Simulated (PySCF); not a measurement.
**Core-level binding energies of `F[CH2][GeH3]`**

Species: CH₅FGe.
Cartesian coordinates in Å at the PBE0-D3(BJ)/def2-SVP level; atoms count from 1:
```
atom  x, y, z in Å
F1    -1.4022    1.0396    0.8457
C2    -0.9199    0.0875   -0.0217
Ge3    1.0514    0.1309   -0.0201
H4    -1.2831   -0.9066    0.2906
H5    -1.3099    0.2860   -1.0347
H6     1.5855   -0.9467   -0.9827
H7     1.5306    1.5184   -0.4768
H8     1.5618   -0.1446    1.4037
```

Method: delta-SCF UKS SCAN, pcX-2 on the ionised atom, pcseg-1 elsewhere, spin-free X2C (PySCF). Vertical ΔSCF values, vacuum level as zero.

**Question.** What binding energy does each computed site have?

**Answer.** 
```json
{"atom(s)": "F1", "bonded to": "C", "level": "F 1s", "binding energy (eV)": "692.52", "count": "1"}
{"atom(s)": "C2", "bonded to": "F, 2 H and Ge", "level": "C 1s", "binding energy (eV)": "292.76", "count": "1"}
```

**Question.** Which effective nuclear charge Zeff reproduces each element's mean 1s value in the hydrogen-like formula E = 13.606 eV × Zeff²?

**Answer.** C (Z = 6): mean 292.8 eV, Zeff = 4.64, Z − Zeff = 1.36; F (Z = 9): mean 692.5 eV, Zeff = 7.13, Z − Zeff = 1.87. Means run over the listed sites, weighted by atom count.

No level of germanium is listed. Geometry: PBE0-D3(BJ)/def2-SVP; no solvent, vibrations or thermal averaging.
